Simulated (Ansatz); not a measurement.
## Ligand exchange: C2H7BO + SiH2(CH3)(OH) → CH5BO2 + SiH2(CH3)2

Species: C2H7BO `CBOC`, singlet; SiH2(CH3)(OH), singlet; CH5BO2 `COBO`, singlet; SiH2(CH3)2 (dimethylsilane), singlet. The partners trade CH3 for OH: B–CH3 and Si–OH bonds give way to B–OH and Si–CH3.

Shapes, held fixed at every level: PBE0-D4/def2-TZVP. Flexible molecules stand in one conformer, not always the lowest. Programs: Ansatz 0.2.0. The zero-point and thermal change to 298 K, harmonic and unscaled (PBE0-D4/def2-TZVP), is +2.5 kJ/mol.

```csv
level,kind,ΔH(298 K) (kJ/mol),less CCSD(T)/CBS estimate
HF/def2-TZVPP,Hartree–Fock,-29.9,+1.2
SPW92/def2-TZVPP,LDA,-40.4,-9.3
PBE-D4/def2-TZVPP,GGA,-38.0,-6.9
r2SCAN-D4/def2-TZVPP,meta-GGA,-34.9,-3.8
CCSD(T)/def2-SVP,coupled cluster or CI,-57.1,-26.0
CCSD/def2-SVP,coupled cluster or CI,-55.9,-24.8
CCSD/def2-TZVPP,coupled cluster or CI,-32.6,-1.5
CCSD(T)/CBS estimate,coupled cluster or CI,-31.1,0.0
```

The highest level, CCSD(T)/CBS estimate, gives ΔH(298 K) = -31.1 kJ/mol; the levels span -57.1 to -29.9. The column of differences is taken from that level and isn't an error. No measured value is set beside it here. The CBS estimate extrapolates MP2 from def2-TZVPP and def2-QZVPP and adds CCSD(T) − MP2 in the triple-zeta set, cores frozen.
